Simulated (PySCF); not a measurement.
# Mayer bond orders and bond lengths

Species: C8H7B.
SMILES with atom numbers: `[CH:1]#[C:2][C:3]1=[CH:4][BH:5][CH:6]=[CH:7][CH:8]=[CH:9]1` (hydrogens: H10 on C1; H11 on C4; H12 on B5; H13 on C6; H14 on C7; H15 on C8; H16 on C9)

Bond orders from the PBE0/pcSseg-1 density (PySCF). Isolated species at its PBE0-D3(BJ)/def2-SVP geometry, gas phase.

(1) How far do the computed orders between heavy atoms stray from the drawn ones?

(2) Set the Mayer orders of the bonds between heavy atoms beside their lengths.

Answers

(1) The largest departure is 0.622, at C1–C2 (drawn triple, 2.378). Drawn single, order above 1.12: C7–C8 (1.294) and C9–C3 (1.237). Drawn double or triple, more than 0.30 short of the drawn order: C1–C2 (2.378), C3–C4 (1.595), C6–C7 (1.633) and C8–C9 (1.642).

(2) 
| bond | drawn as | length (Å) | Mayer order |
| --- | --- | --- | --- |
| C1–C2 | triple | 1.213 | 2.378 |
| C2–C3 | single | 1.437 | 1.031 |
| C3–C4 | double | 1.385 | 1.595 |
| C4–B5 | single | 1.526 | 1.099 |
| B5–C6 | single | 1.527 | 1.088 |
| C6–C7 | double | 1.373 | 1.633 |
| C7–C8 | single | 1.422 | 1.294 |
| C8–C9 | double | 1.371 | 1.642 |
| C9–C3 | single | 1.434 | 1.237 |

By pair of heavy elements: C–C: lowest C2–C3 (1.031, 1.437 Å), highest C1–C2 (2.378, 1.213 Å). B–C: all 2 within 0.02 of one another (1.088 to 1.099).

And the bonds to hydrogen?

C–H: 0.93 to 1.13 (6 bonds); B–H: 0.96 (1 bond).

Sum the orders of all bonds at each heavy atom with more than one neighbour and set the sums beside the valence in the SMILES.

C1 3.509 (drawn 4), C2 3.409 (drawn 4), C3 3.863 (drawn 4), C4 3.626 (drawn 4), B5 3.145 (drawn 3), C6 3.660 (drawn 4), C7 3.873 (drawn 4), C8 3.871 (drawn 4), C9 3.815 (drawn 4). Orders between atoms that aren't bonded are not in these sums.

The Mayer order sums products of elements of PS (density times overlap matrix) between the two atoms' basis functions, so it depends on the basis set.
